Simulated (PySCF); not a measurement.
**The third ionisation energy along the 4p block**

Calculated with PySCF 2.14 from differences of total energies of unrestricted determinants, without spin-orbit coupling. Values in eV. The last column holds reference values (NIST; (s) semi-empirical, (t) theoretical, else measured). Unmarked ones compare directly (S terms, centres of terms, or small fine structure); those marked * lie between the lowest fine-structure levels and include a spin-orbit shift.

```tsv
element	configurations	UHF	MP2 (valence)	SCS-MP2 (valence)	CCSD (valence)	CCSD(T) (valence)	reference
Ga (x2c-TZVPall, spin-free X2C)	[Ar] 3d10 4s1 → [Ar] 3d10	29.626	n/a	n/a	n/a	n/a	30.726
Ge (x2c-TZVPall, spin-free X2C)	[Ar] 3d10 4s2 → [Ar] 3d10 4s1	32.176	32.935	33.086	33.224	33.224	34.058
As (x2c-TZVPall, spin-free X2C)	[Ar] 3d10 4s2 4p1 → [Ar] 3d10 4s2	27.391	27.653	27.645	27.739	27.758	28.349 ± 0.012 *
Se (x2c-TZVPall, spin-free X2C)	[Ar] 3d10 4s2 4p2 → [Ar] 3d10 4s2 4p1	30.992	31.384	31.307	31.417	31.439	31.697 ± 0.019 *
Br (x2c-TZVPall, spin-free X2C)	[Ar] 3d10 4s2 4p3 → [Ar] 3d10 4s2 4p2	34.651	35.173	35.018	35.137	35.163	34.871 ± 0.019 *
Kr (x2c-TZVPall, spin-free X2C)	[Ar] 3d10 4s2 4p4 → [Ar] 3d10 4s2 4p3	34.347	35.050	35.122	35.168	35.190	35.838 ± 0.02 *
```

"Valence" correlates the outer s and p shells and, in groups 3 to 12 and the f block, the outer d or f shell, open or full, or the next shell where the ion has no valence electron left; the wider scheme adds the next inner shell.
